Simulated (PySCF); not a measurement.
Bond curve of YbBr

Set-up: Yb x2c-SVPall, Br x2c-SVPall; spin-free X2C with a Gaussian nucleus (PySCF 2.14). Energies in eV from Yb (4f14 6s2) + Br in their ground configurations at the same level. State: doublet, about 14.0 electrons in the 4f shell (Mulliken).

All columns are PBE0. A positive dipole means Yb(−)Br(+).

```csv
R (Å),E (eV),μ (D),Mulliken charge on Yb (basis-dependent),HOMO (eV),LUMO (eV),Mayer bond order,⟨S²⟩
2.277,-2.681,-3.43,0.30,-4.12,-2.07,1.28,0.75
2.383,-3.151,-3.84,0.35,-4.21,-2.15,1.19,0.75
2.489,-3.403,-4.28,0.39,-4.31,-2.23,1.11,0.75
2.569,-3.490,-4.63,0.41,-4.38,-2.29,1.06,0.75
2.648,-3.512,-4.99,0.44,-4.46,-2.36,1.02,0.75
2.727,-3.485,-5.36,0.46,-4.54,-2.43,0.98,0.75
2.833,-3.394,-5.87,0.48,-4.65,-2.54,0.94,0.75
2.966,-3.223,-6.53,0.50,-4.77,-2.67,0.90,0.75
3.125,-2.970,-7.31,0.52,-4.92,-2.83,0.86,0.75
3.337,-2.601,-8.34,0.54,-5.10,-3.05,0.81,0.75
```

A fit through these points gives, at Re = 2.640 Å, μ = -4.95 D and dμ/dR = -4.61 D/Å; the reduced mass is 54.29 u.

Question: How strong is the fundamental in the double-harmonic approximation, I = 42.26·(dμ/dR)²/μred km/mol?

Answer: I = 42.26·(-4.61)²/54.29 = 16.5 km/mol at PBE0.

Spin–orbit coupling is left out, which matters for elements this heavy, above all for dissociation energies. The state is the lowest single determinant that the PBE0 search found; with open d or f shells the true ground state can be another one.
